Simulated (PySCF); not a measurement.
Cu¹²⁺: fine-structure interval

Cu¹²⁺ [Ne] 3s2 3p5 [3p1/2^2 3p3/2^3, M_J = 3/2] → Cu¹²⁺ [Ne] 3s2 3p5 [3p1/2^1 3p3/2^4, M_J = 1/2], as a difference of total energies. All numbers are calculated (PySCF 2.14, the two-component X2C-1e Hamiltonian, in an uncontracted even-tempered set (20 s from 0.88 bohr⁻², ratio 2.4; 14 p from 1.1 bohr⁻², ratio 2.4; 5 d from 6.6 bohr⁻², ratio 2.6; 4 f from 9.8 bohr⁻², ratio 2.6)). Correlated levels: 1s2 frozen; the 58 highest virtual spinors dropped. "Screened" scales the spin-orbit matrix elements by Boettger's factors to mimic the two-electron term; Breit and QED terms are absent.

| method | fine-structure interval (cm⁻¹) |
| --- | --- |
| GHF (screened spin-orbit) | 28859 |
| GMP2 (screened spin-orbit) | 30021 |
| GHF (bare spin-orbit) | 31099 |
